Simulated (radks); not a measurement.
Isoelectronic series with 5 electrons, each ion in its NIST ground configuration. Method: Dirac Kohn-Sham, BLYP, spin-unpolarised, spherical densities, point nucleus; open shells fill j = l - 1/2 first; computed with a radial shooting solver on a logarithmic mesh with Libxc functionals. Total energies (hartree) and orbital eigenvalues (eV) (* marks an orbital that is empty in some or all of the ions):

ion    configuration  E (hartree)     2p3/2*      2p1/2      2s1/2      1s1/2
B       [He] 2s2 2p1    -24.64478    -3.5346    -3.5380    -9.3003  -181.0529
O3+     [He] 2s2 2p1    -71.26108   -65.0250   -65.0884   -79.4015  -587.6096
Si9+    [He] 2s2 2p1   -239.25872  -373.5980  -374.6054  -405.8728  -2141.803
Cl12+   [He] 2s2 2p1   -360.88700  -619.9600  -622.4050  -662.2188  -3290.721
Ca15+   [He] 2s2 2p1   -507.84496  -927.7146  -932.7667  -981.2201  -4689.590
V18+    [He] 2s2 2p1   -680.36883  -1296.938  -1306.283  -1363.497  -6340.502
Fe21+   [He] 2s2 2p1   -878.73933  -1727.735  -1743.681  -1809.801  -8245.970
Cu24+   [He] 2s2 2p1  -1103.28380  -2220.238  -2245.822  -2321.023  -10408.93
Ge27+   [He] 2s2 2p1  -1354.37882  -2774.603  -2813.711  -2898.192  -12832.79
Br30+   [He] 2s2 2p1  -1632.45342  -3391.009  -3448.498  -3542.490  -15521.41
Sr33+   [He] 2s2 2p1  -1937.99273  -4069.656  -4151.497  -4255.259  -18479.19
Nb36+   [He] 2s2 2p1  -2271.54231  -4810.772  -4924.189  -5038.016  -21711.05
Ru39+   [He] 2s2 2p1  -2633.71329  -5614.605  -5768.241  -5892.462  -25222.53
Ag42+   [He] 2s2 2p1  -3025.18820  -6481.426  -6685.521  -6820.506  -29019.81
Sn45+   [He] 2s2 2p1  -3446.72794  -7411.531  -7678.119  -7824.282  -33109.79
I48+    [He] 2s2 2p1  -3899.17980  -8405.242  -8748.368  -8906.170  -37500.11
Ba51+   [He] 2s2 2p1   -4383.4870  -9462.903  -9898.869  -10068.83  -42199.33

Estimate the row of Pr54+ ([He] 2s2 2p1).

Answer. E (hartree) -4900.6996; 2p3/2* -10584.88; 2p1/2 -11132.53; 2s1/2 -11315.22; 1s1/2 -47216.93.
